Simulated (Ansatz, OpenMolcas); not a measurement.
**Worked example: the enthalpy of formation of KLi (SMILES [Li][K])**

KLi has 2 atoms, charge 0, and is taken as a singlet. As SMILES, `[Li][K]`. Geometry: the measured bond length.

```tsv
atom	x (Å)	y (Å)	z (Å)
Li	0.0000	0.0000	0.0000
K	0.0000	0.0000	3.2700
```

Total energies at HF/3-21G (OpenMolcas 26.06); the atoms run unrestricted:

| species | state | energy (Eh) |
| --- | --- | --- |
| KLi | singlet | -603.532193 |
| Li | doublet | -7.381513 |
| K | doublet | -596.152979 |

Harmonic wavenumbers at wB97M-V/def2-TZVPD, in cm⁻¹: 230.

Measured heats of formation of the gaseous atoms at 298.15 K, in kJ/mol: Li 159.3, K 89.0. Take 1 Eh = 2625.50 kJ/mol, 1 cm⁻¹ = 0.0119627 kJ/mol, RT = 2.479 kJ/mol.

Task: What heat of formation follows?

Result: 
1. Electronic atomisation energy: (-7.381513) + (-596.152979) − (-603.532193) = -0.002299 Eh = -6.0 kJ/mol.
2. Zero-point energy: half the sum of the wavenumbers, 115 cm⁻¹ = 1.4 kJ/mol.
3. Thermal vibrational enthalpy, Σ hcν̃/(exp(hcν̃/kT) − 1): 1.4 kJ/mol. Translation, rotation and pV of a linear molecule: 3.5 RT = 8.7 kJ/mol.
4. The 2 free atoms carry 5/2 RT each: 12.4 kJ/mol.
5. Atomisation enthalpy at 298 K: -6.0 − 1.4 − 1.4 − 8.7 + 12.4 = -5.1 kJ/mol.
6. Sum of the atoms' heats of formation: 248.3 kJ/mol. Heat of formation: 248.3 − -5.1 = +253.4 kJ/mol.

No measured value is set beside it here. Hartree–Fock leaves out correlation, which is larger in the molecule than in the atoms, so it underbinds and puts the heat of formation too high. Anharmonicity and any spin-orbit splitting of the molecule are left out.
